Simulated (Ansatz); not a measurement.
Born–Oppenheimer molecular dynamics of F4Ge (5 atoms, charge 0, multiplicity 1). It starts from a relaxed structure.

Computed with RKS r2SCAN/def2-SVP (Ansatz).

```
ensemble                      : NVE (velocity Verlet)
time step                     : 1 fs
steps asked                   : 150
starting velocities drawn for : 700 K
seed                          : 633272
```

First frame:

```xyz
5
Properties=species:S:1:pos:R:3
Ge 0.000 0.000 0.000
F 0.000 0.000 1.701
F 1.604 0.000 -0.566
F -0.801 1.389 -0.567
F -0.801 -1.389 -0.567
```

(1) What does the run give?

(2) What happens to the structure?

(3) How do temperature and energy run in time?

Answers

(1) The run went to its last step.

- steps done: 150
- time covered: 150 fs
- mean temperature over the second half: 340 K
- spread of the potential energy over the second half: 12.4 meV per atom
- mean potential energy of the second half above the start: 28.0 meV per atom

The conserved energy stayed within 0.16 meV per atom of its start (net change 0.049 meV per atom), so the integration is sound. Over the second half the temperature averaged 0.49 of the 700 K drawn at the start: a run that starts near a minimum puts about half its kinetic energy into the potential. A run of 0.15 ps of so small a system gives no equilibrium averages.

(2) The same pairs are bonded in the first frame and the last. Pairs count as bonded within 1.25 times the sum of covalent radii (0.12 Å more for H–H). The details hang on the random start.

(3) 
| time (fs) | T (K) | potential energy less start (eV) | conserved less start (meV/atom) |
| --- | --- | --- | --- |
| 0 | 700 | 0.000 | 0.00 |
| 12 | 327 | 0.145 | 0.13 |
| 24 | 395 | 0.118 | 0.04 |
| 36 | 126 | 0.223 | 0.11 |
| 48 | 185 | 0.200 | 0.09 |
| 60 | 410 | 0.113 | 0.04 |
| 72 | 358 | 0.133 | 0.11 |
| 84 | 656 | 0.017 | 0.00 |
| 96 | 309 | 0.152 | 0.13 |
| 108 | 401 | 0.116 | 0.05 |
| 120 | 166 | 0.208 | 0.11 |
| 132 | 177 | 0.203 | 0.08 |
| 144 | 375 | 0.126 | 0.02 |

Run time: 2 min on 2 threads of AMD EPYC 9R45 96-Core Processor (Zen 5), with other jobs on the host, peak memory 0.15 GiB.
